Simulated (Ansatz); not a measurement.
Born–Oppenheimer molecular dynamics of CH6GeS (9 atoms, charge 0, multiplicity 1). It starts at the highest image of a converged band, a first-order saddle point between two minima.

These are results of RKS B3LYP/def2-SVP in Ansatz 0.2.0, not measurements.

| Property | Result |
| --- | --- |
| ensemble | NVE (velocity Verlet) |
| time step | 0.5 fs |
| steps asked | 200 |
| starting velocities drawn for | 100 K |
| seed | 9168 |

First frame:

```xyz
9
Properties=species:S:1:pos:R:3
C -0.778 0.797 -0.977
Ge 0.102 -0.878 -0.379
S 0.537 -0.170 2.127
H -0.972 0.720 -2.059
H -0.135 1.669 -0.790
H -1.740 0.931 -0.462
H 1.596 -0.782 -0.834
H -0.187 -1.421 1.162
H 1.666 -0.913 2.195
```

Question: How far do the bonds stretch over the last three quarters of this one trajectory? (Pairs bonded in most of those frames.)

Answer: 
```csv
bond,mean (Å),spread (Å),shortest,longest
C1–Ge2,2.028,0.033,1.97,2.07
C1–H4,1.108,0.007,1.10,1.12
C1–H5,1.102,0.016,1.08,1.13
C1–H6,1.102,0.009,1.09,1.12
Ge2–H7,1.616,0.025,1.58,1.66
S3–H8,1.366,0.038,1.30,1.44
S3–H9,1.351,0.013,1.33,1.38
```

Mean temperature of the second half: 348 K. The conserved energy stayed within 0.065 meV per atom of its start (net change 0.021 meV per atom), so the integration is sound. The kinetic energy rose, since the run started high on the potential surface and went downhill. It ends in pieces (CH4Ge + H2S), so much of that is their flight and rotation, not heat. A run of 0.1 ps of so small a system gives no equilibrium averages. The orbitals stay closed-shell, which can raise the energy where a bond breaks towards radicals; this wasn't checked here.

The run took 4.4 min on 2 threads of AMD EPYC 9R14 (Zen 4), with other jobs on the host, peak memory 0.22 GiB.
